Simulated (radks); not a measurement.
Results of a calculation; reference values are marked as such.
Question: The table gives one normalised radial function P(r) = r R(r) of Li2+ in 1s1 (r in bohr). Code: a radial shooting solver on a logarithmic mesh with Libxc functionals. Model: non-relativistic Kohn-Sham, BP86, spin-polarised, spherical densities, point nucleus; open shells are filled with parallel spins first.

| r | P |
|---|---|
| 0.03314 | 0.3134 |
| 0.04179 | 0.3850 |
| 0.05228 | 0.4666 |
| 0.06541 | 0.5609 |
| 0.08249 | 0.6716 |
| 0.1032 | 0.7890 |
| 0.1291 | 0.9123 |
| 0.1628 | 1.0386 |
| 0.2037 | 1.1478 |
| 0.2569 | 1.2322 |
| 0.3214 | 1.2688 |
| 0.4021 | 1.2451 |
| 0.5071 | 1.1462 |
| 0.6344 | 0.9806 |
| 0.7936 | 0.7642 |
| 1.001 | 0.5221 |
| 1.252 | 0.3119 |
| 1.579 | 0.1516 |
| 1.976 | 0.0605 |

Which n and l does it have? It may be an empty orbital.

Answer: n = 1, l = 0: the number of nodes gives n - l - 1 = 0, the rise at small r (about r^(l+1)) gives l, and the extent must fit the shell. The curve is that of 1s up; the table hardly tells the two spins apart. 1s up: eigenvalue -103.65 eV, 0 radial nodes, <r> = 0.503 bohr, 90 % of the charge inside 0.896 bohr.
